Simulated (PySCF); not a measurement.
Peak assignment

Structure with atom numbers: `[CH3:1][C:2]#[C:3][Si:4]([CH3:5])([CH3:6])[CH3:7]`. Each H is labelled by its parent atom.

[PySCF 2.14: structure optimised with GFN2-xTB; σ from GIAO-PBE0/pcSseg-1; non-relativistic Hamiltonian; equivalent nuclei averaged; no solvent model; a single conformation]

δ = σ(ref) − σ, references computed at the same level: TMS for 13C (σref 186.93) and 1H (σref 31.72).

(1) Assign these signals to the numbered atoms. 13C{1H} NMR (computed): δ 111.1, 89.0, 5.8, 1.0.

(2) Assign these signals to the numbered atoms. 1H NMR (400 MHz, computed): δ 2.02 (s, 3H), 0.12 (s, 9H).

## Answers

(1) 
| δ (ppm) | atoms | environment | reason |
| --- | --- | --- | --- |
| 111.1 | C2 | alkyne carbon | – |
| 89.0 | C3 | alkyne carbon | the triple bond shields along its axis, which puts it between sp3 and sp2 carbons |
| 5.8 | C1 | propargylic methyl carbon | saturated and bonded to C and H only |
| 1.0 | C5/C6/C7 | methyl carbon bonded to Si | an electropositive neighbour leaves it electron-rich and shielded |

(2) 
| δ (ppm) | atoms | environment | reason |
| --- | --- | --- | --- |
| 2.02 | H(C1) | hydrogen on a propargylic methyl carbon | – |
| 0.12 | H(C5)/H(C6)/H(C7) | hydrogen on a methyl carbon bonded to Si | an electropositive neighbour shields it, as in TMS itself |

Shifts are as computed. Against solution values, carbons near 30 ppm lie about +3 ppm off and those near 130 ppm about +5 ppm (rms about the fit 2.1 ppm; single classes can miss by 10 ppm). Of 1328 compounds with measured shifts, 309 miss one by over three times the rms of a fit or turn the order of signals round; such compounds aren't used in these exercises. Signals without a measured value on file couldn't be tested in this way; 1H shifts scatter by 0.2 ppm about their fit, and single ones miss by 0.5 ppm. Multiplicities follow the n + 1 count of equivalent neighbours, as no J values were calculated; m marks all less simple cases, F and P coupling included.
